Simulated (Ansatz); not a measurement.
`[NH2][GeH2][S]CF` and `FCSCS` differ in one atom or group.

Ansatz, PBE0-D4/def2-TZVP geometries, multiplicity 1. Each molecule was computed in one conformer, which needn't be the lowest.

Scalar relativity is left out up to krypton.

| property | `[NH2][GeH2][S]CF` |
| --- | --- |
| HOMO–LUMO gap (B3LYP/def2-TZVPP) / eV | 6.98 |
| LUMO energy (B3LYP/def2-TZVPP) / eV | 0.01 |
| size of the dipole moment (ωB97M-V/def2-TZVPP) / D | 0.59 |
| size of the dipole moment (PBE/def2-TZVPP) / D | 0.45 |
| HOMO energy (B3LYP/def2-TZVPP) / eV | -6.97 |
| size of the dipole moment (B3LYP/def2-TZVPP) / D | 0.57 |

Problem. Give the same properties after the change, and the shifts. (Best estimate.)

Solution. Ansatz gave: 
| property | `FCSCS` | shift |
| --- | --- | --- |
| HOMO–LUMO gap (B3LYP/def2-TZVPP) / eV | 6.40 | -0.58 |
| LUMO energy (B3LYP/def2-TZVPP) / eV | -0.38 | -0.39 |
| size of the dipole moment (ωB97M-V/def2-TZVPP) / D | 1.34 | 0.75 |
| size of the dipole moment (PBE/def2-TZVPP) / D | 1.24 | 0.79 |
| HOMO energy (B3LYP/def2-TZVPP) / eV | -6.78 | 0.19 |
| size of the dipole moment (B3LYP/def2-TZVPP) / D | 1.35 | 0.78 |

With PBE0 the HOMO rises by 0.20 eV and the LUMO falls by 0.41 eV, so the gap narrows by about 0.61 eV. PBE moves the HOMO by 0.13 eV and ωB97M-V by 0.23 eV. Dipoles are sizes alone; their direction can turn.

B3LYP here is the variant with VWN-RPA as its local correlation; programs differ in this.
